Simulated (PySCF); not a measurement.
# Trend along the second period: MBe cations

PBE0 with double-zeta basis sets in PySCF, for the lowest determinant that a PBE0 search found; no spin–orbit coupling. De refers to high-spin ground-configuration atoms (the charge goes to the atom of lower measured ionisation energy or higher electron affinity, which is not always the lowest computed limit). A positive dipole points towards Be; it is taken about the centre of mass and depends on that origin.

```
 M        basis  charged atom  state (unpaired electrons)  Re (Å)  ωe (cm⁻¹)  De (eV)  μ (D)
Li  aug-cc-pVDZ           Li+      singlet (closed shell)   2.604        327     0.69  -3.19
Be      cc-pVDZ           Be+               doublet (σ ↑)   2.220        538     2.35    n/a
 B    def2-SVPD            B+      singlet (closed shell)   2.212        473     2.26   3.30
 C  aug-cc-pVDZ           Be+         quartet (σ ↑, π ↑↑)   1.581       1121     2.86   5.50
 N   x2c-SVPall           Be+              triplet (π ↑↑)   1.611        895     1.90   7.39
 O      cc-pVDZ           Be+               doublet (π ↑)   1.449       1229     3.62   7.54
 F      cc-pVDZ           Be+      singlet (closed shell)   1.364       1377     5.54   7.92
```

The shortest bond is that of BeF⁺ (1.364 Å), the longest that of LiBe⁺ (2.604 Å). BeF⁺ is bound most strongly (5.54 eV) and LiBe⁺ least (0.69 eV).

The rows differ in basis set, which adds steps of its own.

The state changes along the series, so neighbouring rows are not always alike in their bonding.

Closed-shell solutions of metal pairs were not tested for spin polarisation, which can lower them a little. For an ion De counts to the pair picked by the measured ionisation energies or electron affinities, which need not be the lowest pair at this level. States were picked by a PBE0 search and need not be the measured ground states.
